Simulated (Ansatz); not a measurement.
Cost and result for the atomization energy of C2H6BFSi (`CC1[SiH2]B1F`) (11 atoms, 11 bonds).

Z-matrix (Å, degrees):
```
C
C 1 1.510
H 1 1.094 2 111.1
H 1 1.092 2 111.0 3 -119.3
H 1 1.093 2 111.7 3 120.4
Si 2 1.985 1 136.0 3 177.8
B 2 1.512 1 128.5 3 84.0
H 2 1.100 1 113.8 3 -63.8
H 6 1.487 2 121.9 1 -17.1
H 6 1.482 2 109.3 1 114.7
F 7 1.316 2 135.2 1 -17.5
```

The species carries charge 0 and has multiplicity 1. The geometry is a stationary point of PBE0-D4/def2-TZVP. Program: Ansatz. All runs use 4 threads of an AMD EPYC 7R43 on a shared host. Times are those of one run each, without the atoms' runs, and a repeat can differ threefold. Electronic energies, without spin–orbit coupling; frozen cores. CCSD(T)/CBS adds CCSD(T) − MP2 in def2-TZVPP to the MP2 limit, and its time is that of the two runs behind it. T1 = 0.013. B3LYP takes the VWN-RPA correlation (the form of Gaussian; ORCA's B3LYP/G).

CCSD(T)/CBS is a level of theory with its own doubt, some kJ/mol a heavy atom from the limit and from the frozen cores, so smaller differences don't rank the functionals.

| level | functions | wall time | atomization (kJ/mol) | difference from CCSD(T)/CBS | per bond |
| --- | --- | --- | --- | --- | --- |
| PBE-D4/def2-TZVPP (with forces) | 250 | 1.9 s | 4223.7 | 103.1 | 9.4 |
| PBE0-D4/def2-TZVPP | 250 | 2 s | 4160.2 | 39.6 | 3.6 |
| r2SCAN-D4/def2-TZVPP (with forces) | 250 | 3.3 s | 4165.1 | 44.5 | 4.0 |
| B3LYP-D4/def2-TZVPP (with forces) | 250 | 3.3 s | 4133.8 | 13.2 | 1.2 |
| B2PLYP/def2-TZVPP | 250 | 4 s | 4092.7 | -27.9 | -2.5 |
| ωB97X-V/def2-TZVPP | 250 | 5.5 s | 4144.6 | 24.0 | 2.2 |
| ωB97M-V/def2-TZVPP (with forces) | 250 | 7.5 s | 4147.3 | 26.7 | 2.4 |
| MP2/def2-QZVPP | 478 | 16 s | 4152.6 | 32.0 | 2.9 |
| CCSD(T)/def2-TZVPP | 250 | 81 s | 4025.0 | -95.6 | -8.7 |
| CCSD(T)/CBS(def2) | – | 97 s | 4120.6 | 0.0 | 0.0 |

From PBE to PBE0 (25 % exact exchange), in def2-TZVPP and without D4, the atomization energy moves by −60.3 kJ/mol: exact exchange takes away binding that semilocal exchange gives to molecules. The D4 term adds +33.3 kJ/mol with B3LYP and +17.4 kJ/mol with PBE0; it sums over pairs of atoms, weighted by their polarisabilities, and B3LYP, whose exchange is more repulsive, gets the larger term. In def2-TZVPP, CCSD(T) changes the Hartree–Fock value by +925.0 kJ/mol (the triples alone add +59.4 kJ/mol) and MP2 by +996.1 kJ/mol; breaking electron pairs costs correlation energy, which Hartree–Fock lacks.
